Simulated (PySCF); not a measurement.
A run for PySCF: R-M06-2X/def2-TZVPPD on BrClH2 (a complex).

```python
from pyscf import gto, dft

mol = gto.M(
    atom='''
    Cl    0.53481538   -0.46597293   -0.22561594
    H     0.80026747    0.78567606   -0.12357310
    Br    0.17720384   -0.30934115    3.68880181
    H     0.25518568   -0.59205068    2.28870899
    ''',
    basis='def2-tzvppd',
    charge=0, spin=0, verbose=4, max_memory=1800)
mf = dft.RKS(mol, xc='m062x').density_fit(auxbasis='def2-universal-jkfit')
mf.grids.level = 4
mf.conv_tol = 1e-9
mf.max_cycle = 150
mf.kernel()
mf.dip_moment()
```

It printed:

```
PySCF version 2.14.0

[INPUT] verbose = 4
[INPUT] num. atoms = 4
[INPUT] num. electrons = 54
[INPUT] charge = 0
[INPUT] spin (= nelec alpha-beta = 2S) = 0
[INPUT] symmetry False subgroup None
[INPUT] Mole.unit = angstrom
[INPUT] Symbol           X                Y                Z      unit          X                Y                Z       unit  Magmom
[INPUT]  1 Cl     0.534815380000  -0.465972930000  -0.225615940000 AA    1.010654595405  -0.880561219161  -0.426352335936 Bohr   0.0
[INPUT]  2 H      0.800267470000   0.785676060000  -0.123573100000 AA    1.512286344699   1.484712576027  -0.233519315363 Bohr   0.0
[INPUT]  3 Br     0.177203840000  -0.309341150000   3.688801810000 AA    0.334866725821  -0.584570052558   6.970825148700 Bohr   0.0
[INPUT]  4 H      0.255185680000  -0.592050680000   2.288708990000 AA    0.482231046111  -1.118813637063   4.325033169930 Bohr   0.0

nuclear repulsion = 108.346562729948
number of shells = 50
number of NR pGTOs = 222
number of NR cGTOs = 142
basis = def2-tzvppd
ecp = {}


******** <class 'pyscf.df.df_jk.DFRKS'> ********
method = DFRKS
initial guess = minao
damping factor = 0
level_shift factor = 0
DIIS = <class 'pyscf.scf.diis.CDIIS'>
diis_start_cycle = 1
diis_space = 8
diis_damp = 0
SCF conv_tol = 1e-09
SCF conv_tol_grad = None
SCF max_cycles = 150
direct_scf = False
XC library pyscf.dft.libxc version 7.1.2
    S. Lehtola, C. Steigemann, M. J. T. Oliveira, and M. A. L. Marques,  SoftwareX 7, 1–5 (2018)
XC functionals = m062x
    Y. Zhao and D. G. Truhlar,  Theor. Chem. Acc. 120, 215 (2008)
    Y. Zhao and D. G. Truhlar,  Theor. Chem. Acc. 120, 215 (2008)
radial grids:
    Treutler-Ahlrichs [JCP 102, 346 (1995); DOI:10.1063/1.469408] (M4) radial grids

becke partition: Becke, JCP 88, 2547 (1988); DOI:10.1063/1.454033
pruning grids: <function nwchem_prune>
grids dens level: 4
symmetrized grids: False
atomic radii adjust function: <function treutler_atomic_radii_adjust>
small_rho_cutoff = 0
Set gradient conv threshold to 3.16228e-05
Initial guess from minao.
tot grids = 90296
******** <class 'pyscf.df.df.DF'> ********
auxbasis = def2-universal-jkfit
init E= -3034.40907119709
  HOMO = -0.361446527205957  LUMO = -0.0121879143877526  gap/eV = 9.50381
cycle= 1 E= -3035.57147093013  delta_E= -1.16  |g|= 0.287  |ddm|=  1.3
  HOMO = -0.353794052744481  LUMO = -0.014812633733797  gap/eV = 9.22415
cycle= 2 E= -3035.58606034046  delta_E= -0.0146  |g|= 0.193  |ddm|= 0.389
  HOMO = -0.360331623333892  LUMO = -0.00271496169273293  gap/eV = 9.73125
cycle= 3 E= -3035.59480753994  delta_E= -0.00875  |g|= 0.0277  |ddm|= 0.147
  HOMO = -0.361957506823963  LUMO = -0.00160033863291697  gap/eV = 9.80582
cycle= 4 E= -3035.59491472357  delta_E= -0.000107  |g|= 0.00597  |ddm|= 0.0197
  HOMO = -0.362301684659037  LUMO = -0.00110150797374389  gap/eV = 9.82876
cycle= 5 E= -3035.59492137549  delta_E= -6.65e-06  |g|= 0.00197  |ddm|= 0.00473
  HOMO = -0.362020072305982  LUMO = -0.00113916420697858  gap/eV = 9.82007
cycle= 6 E= -3035.59492209361  delta_E= -7.18e-07  |g|= 0.000437  |ddm|= 0.00186
  HOMO = -0.362115394841106  LUMO = -0.00113494489865993  gap/eV = 9.82278
cycle= 7 E= -3035.59492213197  delta_E= -3.84e-08  |g|= 8.99e-05  |ddm|= 0.000426
  HOMO = -0.36210241212716  LUMO = -0.00113691815660122  gap/eV = 9.82237
cycle= 8 E= -3035.59492213425  delta_E= -2.29e-09  |g|= 2.27e-05  |ddm|= 9.9e-05
  HOMO = -0.362099849406195  LUMO = -0.0011364435895349  gap/eV = 9.82231
cycle= 9 E= -3035.59492213441  delta_E= -1.61e-10  |g|= 4.16e-06  |ddm|= 2.19e-05
  HOMO = -0.362101187200448  LUMO = -0.00113655735042784  gap/eV = 9.82235
Extra cycle  E= -3035.59492213442  delta_E= -3.18e-12  |g|= 2.75e-06  |ddm|= 5.79e-06
converged SCF energy = -3035.59492213442
Dipole moment(X, Y, Z, Debye):  0.32965,  0.90278, -1.30591
```

The calculation finished and met its thresholds.

Cost: about 14 core-seconds (a rough figure).
